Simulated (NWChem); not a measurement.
Atomisation of H2Cl2FGaO

SMILES: O.[F][Ga]([Cl])[Cl]
```xyz
7

Ga     0.1837    -0.0326    -0.0701
F      1.6523    -1.0377    -0.2200
Cl    -0.1618     0.8303     1.8901
Cl    -0.5777     0.8903    -1.8524
O     -0.8510    -1.8330     0.2600
H     -1.1198    -1.8101     1.2039
H     -0.0661    -2.4276     0.2271
```
Charge 0, spin multiplicity 1.

The numbers come from NWChem runs, not from measurements. Structure: optimised with PBE/def2-SVP, a minimum by its harmonic frequencies.

Basis set: def2-TZVP. The atomisation energy is electronic alone: no zero-point, thermal, spin-orbit or counterpoise terms. No value is extrapolated to the basis-set limit. Free atoms are single determinants with multiplicities Ga 2, F 2, Cl 2, O 3, H 2. Correlated methods freeze the same cores in atoms and molecule, 21 orbitals in all.

The Hamiltonian is non-relativistic. B3LYP has NWChem's definition, with VWN1-RPA local correlation. The structure started from a generated list of species. No SCF solution was tested for a lower state. Open-shell Hartree-Fock references start from PBE0 orbitals.

**Question.** Order these methods by the atomisation energy they give, lowest first: B3LYP, PBE0, BP86, HF, MP2, LC-wPBE (omega 0.3 per bohr).

**Answer.** HF (383.0 kcal/mol), B3LYP (520.6 kcal/mol), PBE0 (529.4 kcal/mol), LC-wPBE (omega 0.3 per bohr) (539.0 kcal/mol), BP86 (541.9 kcal/mol), MP2 (549.1 kcal/mol)
